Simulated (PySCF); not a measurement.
H4OSSiZn. Atoms are numbered in the order given.

```xyz
8

Zn    -0.2653     0.3502     0.1877
S     -1.8003     1.0353     1.5547
H     -0.9028     1.1506     2.5768
O      0.9922    -0.1013    -0.9915
Si     1.7062    -1.5308    -1.4517
H      0.7032    -2.5220    -1.9979
H      2.4189    -2.2085    -0.3026
H      2.7194    -1.2493    -2.5282
```

Geometry: PBE-D3(BJ)/def2-SVP. One conformer was computed; it need not be the lowest.

These are B3LYP/def2-TZVP (PySCF) values and carry that method's errors.

- total energy = -2544.95057 hartree
- highest occupied level = -7.42 eV
- lowest empty level = -1.66 eV
- orbital gap = 5.75 eV
- dipole moment = 1.11 D
- quadrupole, principal values (traceless, Buckingham form, about the centre of nuclear charge) = -8.79, 0.68, 8.11 D·Å
- mean static polarisability = 72.6 bohr³ (10.76 Å³)
- polarisability, principal values = 59.0, 59.4, 99.4 bohr³
